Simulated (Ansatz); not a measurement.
`[SiH3]SS` + `N[SiH2]F` → `F[SiH2]N[SiH3]` + `SS` at 700 K and 1 bar (ligand exchange at the Si–S bond).

Calculated with Ansatz (gas phase, PBE0-D4/def2-TZVP geometries, no zero-point term in ΔE). CCSD(T)/CBS adds triple-zeta CCSD(T) − MP2 to the extrapolated MP2 energy (def2 sets, frozen cores). This one scheme is used for every species. One conformer a species, not always the lowest.

| species | CCSD(T)/CBS energy (Eh) | H − E (kJ/mol) | S (J/(mol·K)) |
| --- | --- | --- | --- |
| `[SiH3]SS` | -1087.04745 | 153.7 | 400.6 |
| `N[SiH2]F` | -446.07709 | 173.7 | 359.9 |
| `F[SiH2]N[SiH3]` | -736.37696 | 238.5 | 454.3 |
| `SS` | -796.74576 | 82.9 | 298.8 |

H − E and S are ideal-gas, rigid-rotor, harmonic terms from PBE0-D4/def2-TZVP, for one conformer and one mirror image of each species. 1 Eh = 2625.50 kJ/mol, R = 8.31446 J/(mol·K).

**Question.** By hand: ΔE, ΔH, ΔS and ΔG.

**Answer.** ΔE = (-736.37696) + (-796.74576) − (-1087.04745) − (-446.07709) = 0.00182 Eh = 4.8 kJ/mol. Δ(H − E) = 238.5 + 82.9 − 153.7 − 173.7 = -6.0, so ΔH = -1.2 kJ/mol. ΔS = 454.3 + 298.8 − 400.6 − 359.9 = -7.4 J/(mol·K). ΔG = -1.2 − 700 × (-7.4)/1000 = 4.0 kJ/mol.

**Question.** By hand: the equilibrium constant, and the temperature at which ΔG would vanish if ΔH and ΔS stayed fixed.

**Answer.** log₁₀ K = −ΔG/(RT ln 10) = -0.3. ΔG = 0 at ΔH/ΔS = 162 K, though so small a ΔH makes that figure unsure.

TΔS isn't small against ΔH here. The sign of ΔG lies within the doubt. A doubt of 5 kJ/mol in ΔE shifts log₁₀ K by 0.4 here. Other conformers and mirror images would add mixing entropy, several J/(mol·K) or more a flexible species. These are equilibria of isolated gas molecules and say nothing of rates. Largest T1 diagnostic: 0.012 (customary marks: 0.02 for closed shells, 0.045 for open ones).
